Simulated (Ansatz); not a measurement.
Cl2FHSTi, SMILES `[F][Ti]([SH])([Cl])[Cl]`. Charge 0, multiplicity 1. Correlated methods include outer-core shells of Ti, which these sets cover unevenly. Scalar relativity is left out up to krypton.

```xyz
6

F     1.297   -0.027    1.248
Ti   -0.184   -0.226    0.366
S     0.219    0.357   -1.782
Cl   -0.889   -2.279    0.340
Cl   -1.713    1.076    1.206
H     1.270    1.100   -1.379
```

Give the diagnostics of a CCSD(T)/def2-TZVPP run (frozen core, the Gaussian-basis code of Ansatz). (An estimate is asked.)

The calculation gave: T1 = 0.0256, largest single amplitude 0.058, largest double 0.032, (T) share of the correlation energy 5.4 %, 15 CCSD cycles. The RHF solution is stable towards an unrestricted one. T1 lies over the customary mark of 0.02 for closed shells; compounds of d metals often pass it without a breakdown.
